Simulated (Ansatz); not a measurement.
propyne (C$_{3}$H$_{4}$), singlet, geometry from GFN2-xTB. Base run: Ansatz (a quantum-chemistry and plane-wave program) with SVWN5/6-31G.

Here is a job for Ansatz.
Ansatz 0.2 input:
```yaml
crystal:
  periodic: [false, false, false]
  atoms:
    - {symbol: C, position_ang: [0.00251601, -0.00427449, 0.21384286]}
    - {symbol: C, position_ang: [-0.01028846, -0.01351722, 1.40987627]}
    - {symbol: C, position_ang: [0.00901665, 0.01179166, -1.23156806]}
    - {symbol: H, position_ang: [-0.03481017, -0.01436157, 2.45813969]}
    - {symbol: H, position_ang: [-0.01568984, 1.04063331, -1.59024389]}
    - {symbol: H, position_ang: [0.90833899, -0.47377787, -1.60942938]}
    - {symbol: H, position_ang: [-0.86530420, -0.51649354, -1.61137288]}
basis:
  gaussian:
    orbitals: 6-31G
hamiltonian:
  xc: {name: SVWN5}
```

The base run was repeated with changes; each row names its change, and settings that it needs were set with it.

| change | basis functions | E (Eh) |
|---|---|---|
| base | 35 | -115.51228 |
| basis = def2-SV(P) | 50 | -115.44720 |
| basis = 6-31G* | 53 | -115.53801 |
| basis = def2-SVP | 62 | ? |
| basis = pc-1 | 62 | ? |
| basis = pcseg-1 | 62 | -115.52111 |
| basis = 6-311G** | ? | ? |
| basis = 6-311++G** | 94 | -115.57862 |
| basis = cc-pVTZ | 146 | -115.59097 |
| basis = pcseg-2 | 146 | -115.59095 |
| basis = pc-2 | 146 | -115.59475 |
| basis = aug-cc-pVTZ | 230 | -115.59209 |
| basis = cc-pVQZ | ? | ? |

Question: Some entries are withheld; supply them.

Answer: 
- basis = def2-SVP, E (Eh): -115.45740
- basis = pc-1, E (Eh): -115.52299
- basis = 6-311G**, basis functions: 78
- basis = 6-311G**, E (Eh): -115.57663
- basis = cc-pVQZ, basis functions: 285
- basis = cc-pVQZ, E (Eh): -115.59922

Totals compare only among sets that treat the same electrons; sets with core potentials leave the core out.
